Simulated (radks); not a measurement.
Values are calculated unless marked as measured or tabulated.
I3+, configuration [Kr] 4d9 5s1 5p4 (not the ground configuration). Code: a radial shooting solver on a logarithmic mesh with Libxc functionals. Model: Dirac Kohn-Sham, BLYP, spin-unpolarised, spherical densities, finite nucleus; open shells are shared between the two j in proportion to 2j + 1; Fermi nuclear charge, rms radius 4.75 fm.

X-ray form factor f0, the Fourier transform of the density (f0(0) = 50):

| sin(theta)/lambda (1/angstrom) | f0 (electrons) |
|---|---|
| 0.05 | 49.316 |
| 0.1 | 47.445 |
| 0.15 | 44.826 |
| 0.2 | 41.934 |
| 0.25 | 39.102 |
| 0.3 | 36.484 |
| 0.4 | 31.939 |
| 0.5 | 28.119 |
| 0.6 | 24.912 |
| 0.8 | 20.250 |
| 1 | 17.288 |
| 1.25 | 14.545 |
| 1.5 | 12.105 |
| 2 | 8.245 |
